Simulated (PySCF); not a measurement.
# Spinor energies of Zn (zinc, neutral)

Start: [Ar] 3d10 4s2. Calculated with PySCF 2.14 in x2c-TZVPall-2c with one added diffuse shell each of s, p, d type (7s8p5d1f, 63 functions): generalised Hartree-Fock with the X2C-1e Hamiltonian and a Gaussian nucleus; one run each with spin-orbit coupling (SO) switched off, then screened by Boettger's factors.

```
spinor shell  electrons  ε, spin-free (eV)  ε, screened SO (eV)  weight of nominal j (screened SO)  rms radius, screened SO (bohr)
       1s1/2          2            -9729.8              -9729.7                              1.000                          0.0580
       2s1/2          2            -1233.6              -1233.5                              1.000                           0.244
       2p1/2          2            -1064.9              -1081.3                              1.000                           0.217
       2p3/2          4            -1064.9              -1056.9                              1.000                           0.220
       3s1/2          2            -157.82              -157.81                              1.000                           0.731
       3p1/2          2            -105.51              -107.76                              1.000                           0.770
       3p3/2          4            -105.51              -104.43                              1.000                           0.781
       3d3/2          4            -20.731              -20.996                              1.000                            1.01
       3d5/2          6            -20.731              -20.555                              1.000                            1.01
       4s1/2          2             -8.136               -8.137                              1.000                            3.09
```

```csv
quantity,spin-free,screened SO
E (hartree),-1794.22708,-1794.27815
M_J,0,0
⟨J²⟩,0.000,0.000
⟨L²⟩,0.000,0.002
⟨S²⟩,0.000,0.002
```

Without spin-orbit coupling the j labels of p, d and f shells carry no meaning; the spin-free column gives the mean over the occupied spinors of each nl shell.
